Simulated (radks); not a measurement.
Question: Isoelectronic series with 14 electrons, each ion in its NIST ground configuration. All-electron calculation, Dirac Kohn-Sham, PBE, spin-unpolarised, spherical densities, finite nucleus; open shells are shared between the two j in proportion to 2j + 1; Fermi nuclear charge, rms radius of each element as measured or else 0.836 A^(1/3) + 0.57 fm. Program: a radial shooting solver on a logarithmic mesh with Libxc functionals. Total energies (hartree) and mean radii <r> (bohr):

ion,configuration,E (hartree),3p3/2,3p1/2,3s1/2,2p3/2
Si,[Ne] 3s2 3p2,-289.83702,2.798,2.789,2.163,0.5383
P+,[Ne] 3s2 3p2,-341.54494,2.139,2.133,1.820,0.4857
S2+,[Ne] 3s2 3p2,-397.79509,1.768,1.763,1.577,0.4424
Cl3+,[Ne] 3s2 3p2,-458.58141,1.520,1.514,1.396,0.4063
Ar4+,[Ne] 3s2 3p2,-523.90502,1.338,1.333,1.254,0.3756
K5+,[Ne] 3s2 3p2,-593.77080,1.197,1.193,1.140,0.3492
Ca6+,[Ne] 3s2 3p2,-668.18592,1.085,1.081,1.045,0.3263
Sc7+,[Ne] 3s2 3p2,-747.15932,0.9935,0.9888,0.9660,0.3062
Ti8+,[Ne] 3s2 3p2,-830.70131,0.9166,0.9119,0.8982,0.2884
V9+,[Ne] 3s2 3p2,-918.82339,0.8512,0.8464,0.8394,0.2726
Mn11+,[Ne] 3s2 3p2,-1108.85842,0.7455,0.7406,0.7426,0.2457

Estimate the row of Cr10+ ([Ne] 3s2 3p2).

Answer: E (hartree) -1011.53795; 3p3/2 0.7947; 3p1/2 0.7899; 3s1/2 0.7880; 2p3/2 0.2584.
